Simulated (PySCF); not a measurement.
Can point charges reproduce the dipole moment of `CC(=O)/C([SiH3])=C\C(F)(F)F`?

Coordinates (GFN2-xTB, Å) and charges (e) from the PBE0/pcSseg-1 density (PySCF):

```json
{"atom": "C1", "x": "-1.206", "y": "-1.638", "z": "0.161", "Mulliken": "-0.2600", "IAO": "-0.4781", "Hirshfeld": "-0.1276", "ESP-fitted": "-0.6217"}
{"atom": "C2", "x": "-0.769", "y": "-0.385", "z": "0.872", "Mulliken": "+0.2125", "IAO": "+0.3883", "Hirshfeld": "+0.1565", "ESP-fitted": "+0.7516"}
{"atom": "O3", "x": "-1.033", "y": "-0.133", "z": "2.021", "Mulliken": "-0.3354", "IAO": "-0.3948", "Hirshfeld": "-0.2244", "ESP-fitted": "-0.4993"}
{"atom": "C4", "x": "-0.063", "y": "0.598", "z": "0.012", "Mulliken": "-0.4549", "IAO": "-0.2689", "Hirshfeld": "-0.0753", "ESP-fitted": "-0.2948"}
{"atom": "Si5", "x": "-1.122", "y": "2.141", "z": "-0.349", "Mulliken": "+0.5997", "IAO": "+0.6252", "Hirshfeld": "+0.3326", "ESP-fitted": "+0.3982"}
{"atom": "C6", "x": "1.194", "y": "0.485", "z": "-0.391", "Mulliken": "-0.1471", "IAO": "-0.1939", "Hirshfeld": "-0.0704", "ESP-fitted": "-0.2417"}
{"atom": "C7", "x": "2.091", "y": "-0.669", "z": "-0.061", "Mulliken": "+0.8358", "IAO": "+0.7966", "Hirshfeld": "+0.2609", "ESP-fitted": "+0.5925"}
{"atom": "F8", "x": "1.980", "y": "-1.671", "z": "-0.966", "Mulliken": "-0.2796", "IAO": "-0.2890", "Hirshfeld": "-0.1005", "ESP-fitted": "-0.2089"}
{"atom": "F9", "x": "3.383", "y": "-0.309", "z": "-0.066", "Mulliken": "-0.2678", "IAO": "-0.2768", "Hirshfeld": "-0.0928", "ESP-fitted": "-0.1948"}
{"atom": "F10", "x": "1.850", "y": "-1.228", "z": "1.132", "Mulliken": "-0.2628", "IAO": "-0.2737", "Hirshfeld": "-0.0764", "ESP-fitted": "-0.1747"}
{"atom": "H11", "x": "-0.343", "y": "-2.281", "z": "-0.001", "Mulliken": "+0.1583", "IAO": "+0.1769", "Hirshfeld": "+0.0466", "ESP-fitted": "+0.1836"}
{"atom": "H12", "x": "-1.629", "y": "-1.392", "z": "-0.810", "Mulliken": "+0.1381", "IAO": "+0.1611", "Hirshfeld": "+0.0517", "ESP-fitted": "+0.1712"}
{"atom": "H13", "x": "-1.933", "y": "-2.173", "z": "0.768", "Mulliken": "+0.1436", "IAO": "+0.1692", "Hirshfeld": "+0.0549", "ESP-fitted": "+0.1703"}
{"atom": "H14", "x": "-0.297", "y": "3.034", "z": "-1.162", "Mulliken": "-0.0924", "IAO": "-0.1107", "Hirshfeld": "-0.0657", "ESP-fitted": "-0.0758"}
{"atom": "H15", "x": "-1.493", "y": "2.726", "z": "0.933", "Mulliken": "-0.0414", "IAO": "-0.0908", "Hirshfeld": "-0.0576", "ESP-fitted": "-0.0529"}
{"atom": "H16", "x": "-2.294", "y": "1.677", "z": "-1.095", "Mulliken": "-0.0715", "IAO": "-0.1116", "Hirshfeld": "-0.0682", "ESP-fitted": "-0.0827"}
{"atom": "H17", "x": "1.676", "y": "1.231", "z": "-1.006", "Mulliken": "+0.1249", "IAO": "+0.1711", "Hirshfeld": "+0.0560", "ESP-fitted": "+0.1799"}
```

**Question.** Form Σ q r in debye for every column and set it beside the full dipole.

**Answer.** The full density gives (-1.24, 1.24, -2.78) D, 3.28 D in size; dipole vectors point from the negative to the positive end.

| scheme | μx | μy | μz | size (D) | share of the full size (%) | angle to the full dipole (°) |
| --- | --- | --- | --- | --- | --- | --- |
| Mulliken | -2.95 | 2.01 | -3.52 | 5.02 | 153 | 15 |
| IAO | -2.49 | 2.82 | -3.60 | 5.21 | 159 | 14 |
| Hirshfeld | -0.70 | 1.10 | -1.85 | 2.26 | 69 | 7 |
| ESP-fitted | -1.27 | 1.27 | -2.79 | 3.32 | 101 | 0 |

**Question.** Which set comes closest?

**Answer.** Length of the difference vector: ESP-fitted 0.04 D, Hirshfeld 1.08 D, Mulliken 2.02 D, IAO 2.17 D. Closest: ESP-fitted. 

**Question.** What is left for the Hirshfeld atoms' own dipoles?

**Answer.** The Hirshfeld atoms' densities add up to the full density, so μ = Σ q r + Σ (atomic dipoles). The atomic dipoles sum to (-1.24, 1.24, -2.78) − (-0.70, 1.10, -1.85) = (-0.54, 0.14, -0.93) D, 1.08 D in size.

**Question.** With the origin at the mean of the coordinates, (0.000, 0.001, -0.001) Å, which are the largest single terms, by size, of the Hirshfeld dipole along the direction of the full one?

**Answer.** Si5 +2.44, O3 +1.48, C7 -1.24, H16 -0.79, F10 +0.78 D; all 17 atoms together +2.24 D. The single terms depend on the origin, their sum doesn't.

**Question.** Give the size of the full dipole in other units.

**Answer.** 3.28 D = 1.292 au = 0.684 e·Å = 10.95 × 10⁻³⁰ C·m.

The structure is a single GFN2-xTB conformer in the gas phase; no vibrational or solvent corrections.

The values belong to the conformer `[CH3:1][C:2](=[O:3])/[C:4]([SiH3:5])=[CH:6]\[C:7]([F:8])([F:9])[F:10]`: C1–C2–C4–Si5 108°, C4–C6–C7–F8 88°.
